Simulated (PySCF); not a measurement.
Molecule: `FCCc1cccs1`, C6H7FS.

Bonds (- single, = double, # triple, : aromatic): F1-C2, C2-C3, C3-C4, C4:C5, C5:C6, C6:C7, C7:S8, S8:C4. C2 carries H9, H10; C3 carries H11, H12; C5 carries H13; C6 carries H14; C7 carries H15.

Frames of a GFN2-xTB Langevin trajectory at 300 K; GIAO PBE0/pcSseg-1 shieldings in PySCF 2.14.0 with density-fitted response routines, gas phase, non-relativistic; equivalent atoms averaged within each frame.

δ = σ(ref) − σ, references computed at the same level: $^{19}$F (170.95 ppm) against CFCl3; $^{13}$C (186.93 ppm), $^{1}$H (31.72 ppm) vs TMS; CS2 for $^{33}$S (503.73 ppm). The references are static minima.

Question: How do the shifts (ppm) fluctuate along the trajectory?

Answer: 
```csv
time (fs),F1,C4,C7,C6,C5,C2,C3,S8,H15,H14
optimised geometry,-242.7,151.0,132.5,131.9,132.6,88.3,36.6,222,7.07,7.11
250,-238.1,141.5,135.3,131.3,128.4,85.9,34.9,220,7.48,6.94
425,-216.7,159.3,147.2,135.3,134.7,96.3,45.0,267,7.40,7.08
625,-228.5,169.8,129.7,133.4,134.8,94.4,46.2,233,6.82,7.22
800,-255.9,157.1,133.2,132.2,129.0,85.5,34.0,264,6.83,6.73
1000,-193.4,149.3,126.9,133.7,131.7,96.3,43.6,168,5.91,6.45
mean of frames,-226.5,155.4,134.5,133.2,131.7,91.7,40.7,230,6.89,6.89
standard deviation,23.4,10.7,7.8,1.6,3.0,5.5,5.8,40,0.63,0.30
```

5 frames give an uncertainty of the mean of about the standard deviation over 2.2 at best, since frames this close in time may not be independent; classical motion lacks zero-point vibration, and the reference would need the same averaging.
